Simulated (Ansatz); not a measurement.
Basis-set extrapolation for `[SH][Al]1[CH2]NC[O]1` (PBE0-D4/def2-TZVP geometry, frozen core, the Gaussian-basis code of Ansatz). Multiplicity 1, RHF reference.

```json
{"": "HF", "def2-TZVPP": "-848.169040", "def2-QZVPP": "-848.196938"}
{"": "MP2 correlation", "def2-TZVPP": "-1.029855", "def2-QZVPP": "-1.106757"}
{"": "CCSD(T) correlation", "def2-TZVPP": "-1.119598", "def2-QZVPP": "not run"}
```

Energies in hartree. Use E(X) = E(∞) + A·exp(−7.88·√X) for Hartree–Fock and E(X) = E(∞) + B·X^(−2.97) for correlation, with X = 3 and 4, and add CCSD(T) minus MP2 of the smaller set to the MP2 limit.

Question: What is the CCSD(T) energy at the basis-set limit?

Answer: HF limit: -848.196938 + (-0.027898) × 0.13774 = -848.20078. MP2 limit: -1.106757 + (-0.076902) × 0.74074 = -1.16372. Higher-order term: -1.119598 − (-1.029855) = -0.08974. Total: -849.45424 hartree, 434.8 kJ/mol below CCSD(T)/def2-TZVPP.
